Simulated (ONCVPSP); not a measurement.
What one change does to a pseudopotential (platinum, ONCV)

```
Element                 : platinum (Pt)
Generator               : ONCVPSP 4.0.1
Type                    : optimised norm-conserving Vanderbilt (ONCV)
Functional              : PBE
Relativity              : fully relativistic
Frozen core             : [Kr] 4d10 4f14 5s2
Valence charge          : 16
Reference configuration : 5p6 5d9 6s0.5 (charge +0.5)
Partial waves           : 6s: rc 2.05 bohr, ncon 4, nbas 8, qcut 2.6 1/bohr, 2 projectors, debl 2.9 Ha; 5p: rc 1.60 bohr, ncon 5, nbas 9, qcut 6.9 1/bohr, 2 projectors, debl 0.5 Ha; 5d: rc 2.15 bohr, ncon 5, nbas 9, qcut 8.4 1/bohr, 2 projectors, debl 0.8 Ha
Local potential         : polynomial inside 1.05 bohr (lpopt 5, dvloc0 0 Ha)
Core correction         : polynomial model core, fcfact 0.65
```

Open shells are filled in proportion to 2j + 1.

In the p channel the program set the typed energies aside and used -2.056, 0.250 Ha (j = l + 1/2; the other j can differ).

Change: all radii but the core radius scaled by about 1.26 (s 2.58, p 2.02, d 2.70 bohr); local potential polynomial inside 1.32 bohr (lpopt 5, dvloc0 0 Ha).

Cutoffs: the cutoffs (Ha) at which the residual kinetic energy of the hardest occupied pseudo-wave falls to 1 and 0.1 mHa per electron; they do not see the model core or the augmentation charge, which bear on the density cutoff. Errors are all-electron minus pseudo energies relative to the spin-unpolarised reference configuration.

Q: Predict the effect on cutoff, ghosts and configuration errors.

A: The potential gets softer (21 Ha and 85 Ha → 17 Ha and 23 Ha); both files keep a bound ghost (s); of the 4 tests that both files solve, the error grows in 1 and shrinks in 2 by more than 15 % and 0.3 meV (median size 1.9 → 1.8 meV). A larger radius leaves more room for a smooth pseudo-wave, so fewer plane waves are needed.

| quantity | base | changed |
| --- | --- | --- |
| cutoff, loose | 21 Ha | 17 Ha |
| cutoff, tight | 85 Ha | 23 Ha |
| loose cutoff by channel | s 6.8 Ha, p 21 Ha, d 20 Ha | s 6.0 Ha, p 17 Ha, d 16 Ha |
| bound ghosts | s | s |
| GHOST(+) flags under 300 eV | s at 88.0 eV | s at 118.4 eV |
| error for 5p6 5d9 6s1, meV [ΔE -3.70 eV] | -2.5 | -1.3 |
| error for 5p6 5d9 6s0, meV [ΔE 5.51 eV] | -3.3 | -2.2 |
| error for 5p6 5d8 6s0, meV [ΔE 25.49 eV] | +1.2 | -3.3 |
| error for 5p6 5d9.5 6s0.5, meV [ΔE -3.84 eV] | -0.3 | +0.6 |
| rms error of d²Exc/dni dnj with the model core, mHa | 2.68 | 3.06 |

 A true bound ghost makes a file unfit for plane-wave use even where its test errors are small: the radial tests pick states by their node count and pass the ghost by.
